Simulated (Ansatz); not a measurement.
Gas-phase electronic energies from Ansatz, PBE0-D4/def2-TZVP geometries. CCSD(T)/CBS adds triple-zeta CCSD(T) − MP2 to the extrapolated MP2 energy (def2 sets, frozen cores). This one scheme is used for every species. Functionals use def2-TZVPP. B3LYP here is the variant with VWN-RPA as its local correlation; programs differ in this. def2 core potentials past Kr. For Sn outer-core shells are correlated without core-valence functions, which leaves a few kJ/mol of doubt a bond. Each species was taken in one conformer, which may not be the lowest.

Consider the formal exchange of groups at a C–C bond: `N=CC(N)=O` + `[SnH4]` → `N[C](=O)[SnH3]` + `C=N`.

| level | ΔE (kcal/mol) | difference from CCSD(T)/CBS |
| --- | --- | --- |
| PBE-D4 | 6.9 | 0.3 |
| r2SCAN-D4 | 8.4 | 1.8 |
| PBE0-D4 | 8.7 | 2.1 |
| B3LYP-D4 | 7.2 | 0.6 |
| ωB97X-V | 8.9 | 2.3 |
| ωB97M-V | 8.5 | 1.9 |
| B2PLYP | 7.5 | 0.9 |
| PBE | 6.9 | 0.3 |
| r2SCAN | 8.4 | 1.8 |
| PBE0 | 8.8 | 2.2 |
| B3LYP | 7.3 | 0.7 |
| HF/def2-TZVPP | 10.7 | 4.1 |
| MP2/def2-TZVPP | 7.7 | 1.1 |
| SCS-MP2/def2-TZVPP | 7.8 | 1.2 |
| CCSD/def2-TZVPP | 8.4 | 1.8 |
| CCSD(T)/def2-TZVPP | 7.9 | 1.3 |
| HF/def2-QZVPP | 10.5 | 3.9 |
| MP2/def2-QZVPP | 6.9 | 0.3 |
| SCS-MP2/def2-QZVPP | 7.0 | 0.4 |
| HF/CBS(def2) | 10.5 | 3.9 |
| MP2/CBS(def2) | 6.4 | -0.2 |
| CCSD/CBS(def2) | 7.1 | 0.5 |
| CCSD(T)/CBS | 6.6 | 0 |

Largest T1 diagnostic among the species: 0.016.

From PBE to PBE0 (25 % exact exchange), in def2-TZVPP and without D4, ΔE moves by +1.9 kcal/mol. In def2-TZVPP, CCSD(T) changes the Hartree–Fock value by −2.8 kcal/mol (the triples alone add −0.5 kcal/mol) and MP2 by −3.0 kcal/mol.
